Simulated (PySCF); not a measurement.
C5H5, SMILES [CH]1C=CC=C1, multiplicity 2. Atoms are numbered in the order given.

```xyz
10

C     -1.1792    -0.1251     0.0000
C     -0.2447    -1.1984     0.0000
C      1.0135    -0.6371     0.0000
C      0.8715     0.8319     0.0000
C     -0.4607     1.1290     0.0000
H     -2.2663    -0.2286     0.0000
H     -0.4878    -2.2596     0.0000
H      1.9643    -1.1722     0.0000
H      1.7010     1.5397     0.0000
H     -0.9139     2.1193     0.0000
```
Charge 0, spin multiplicity 2.

Geometry optimised at PBE0-D3(BJ)/def2-SVP. The isomer is the one that the SMILES or the coordinates give; other isomers of the formula were not compared.

Method: PBE/def2-TZVP (PySCF).

ESP charges are fitted to the potential on shells at 1.4 to 2.0 van der Waals radii. Atomic charges (e):

| atom | meta-Löwdin | ESP fit | Mulliken | Löwdin | Mulliken spin |
|---|---|---|---|---|---|
| C1 | ? | 0.09 | -0.03 | -0.06 | 0.58 |
| C2 | ? | -0.36 | -0.19 | -0.20 | -0.12 |
| C3 | ? | -0.02 | -0.07 | -0.10 | 0.39 |
| C4 | ? | -0.11 | -0.11 | -0.13 | 0.25 |
| C5 | ? | -0.30 | -0.17 | -0.18 | -0.04 |
| H6 | ? | 0.11 | 0.12 | 0.14 | -0.03 |
| H7 | ? | 0.17 | 0.11 | 0.14 | 0.00 |
| H8 | ? | 0.12 | 0.12 | 0.14 | -0.02 |
| H9 | ? | 0.13 | 0.11 | 0.14 | -0.01 |
| H10 | ? | 0.16 | 0.11 | 0.14 | 0.00 |

Q: Some entries are withheld; supply them. (The exact figures need the calculation; the answer reports its results.)

A: 
- C1, meta-Löwdin: -0.05
- C2, meta-Löwdin: -0.20
- C3, meta-Löwdin: -0.09
- C4, meta-Löwdin: -0.12
- C5, meta-Löwdin: -0.18
- H6, meta-Löwdin: 0.13
- H7, meta-Löwdin: 0.13
- H8, meta-Löwdin: 0.13
- H9, meta-Löwdin: 0.13
- H10, meta-Löwdin: 0.13

Computed Mayer and Wiberg (Löwdin basis) orders of the bonds:
| bond | Mayer | Wiberg |
|---|---|---|
| C1–C2 | 1.30 | 1.48 |
| C2–C3 | 1.60 | 1.73 |
| C3–C4 | 1.10 | 1.29 |
| C1–C5 | 1.20 | 1.39 |
| C4–C5 | 1.71 | 1.81 |
| C1–H6 | 0.95 | 0.86 |
| C2–H7 | 0.96 | 0.85 |
| C3–H8 | 0.95 | 0.86 |
| C4–H9 | 0.96 | 0.85 |
| C5–H10 | 0.96 | 0.85 |
